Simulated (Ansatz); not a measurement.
Two isomers of C2H4FNSi: A = `C[SiH]1N=C1F`, B = `N=C=C(F)[SiH3]`.

Gas-phase electronic energies from Ansatz, PBE0-D4/def2-TZVP geometries. CCSD(T)/CBS is the MP2 limit (def2-TZVPP, def2-QZVPP) plus CCSD(T) − MP2 in def2-TZVPP, frozen cores. Functionals use def2-TZVPP. B3LYP here is the variant with VWN-RPA as its local correlation; programs differ in this. Each species was taken in one conformer, which may not be the lowest.

**Question.** Which is lower in electronic energy at CCSD(T)/CBS, and by how much? (An estimate is asked.)

**Answer.** Ansatz gave: A, by 25.0 kcal/mol.

**Question.** Give E(B) − E(A) in kcal/mol with CCSD(T)/def2-SVP, B2PLYP, r2SCAN-D4, ωB97M-V, B3LYP, CCSD(T)/def2-TZVPP, HF/def2-TZVPP. (An estimate is asked.)

**Answer.** Computed: CCSD(T)/def2-SVP 20.4, B2PLYP 22.5, r2SCAN-D4 23.8, ωB97M-V 25.4, B3LYP 19.6, CCSD(T)/def2-TZVPP 24.3, HF/def2-TZVPP 20.2. None reverses the order clearly.

**Question.** Does the order hold for the free energy at 298.15 K (harmonic terms from PBE0-D4)? (An estimate is asked.)

**Answer.** Ansatz gave: Yes: G(B) − G(A) = +21.8 kcal/mol, for one conformer each.

Largest T1 diagnostic: 0.015.

From PBE to PBE0 (25 % exact exchange), in def2-TZVPP and without D4, E(B) − E(A) moves by +2.3 kcal/mol. At CCSD(T), def2-SVP lies −4.6 kcal/mol from the extrapolated value and def2-TZVPP −0.7 kcal/mol.
